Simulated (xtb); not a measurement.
xtb input:

```bash
xtb mol.xyz --gfn 1 --sp --chrg 0 --uhf 0
```
mol.xyz:
```
4

Nb     0.25518213     0.01137352     0.33113971
O      1.66745752    -0.74959079    -0.27256221
O     -0.49293576    -1.09630023     1.40418347
Cl    -1.16815539     0.84122434    -1.33115871
```

### Question
Predict the final energy.

### Answer
-15.56803 Eh (GFN1-xTB).
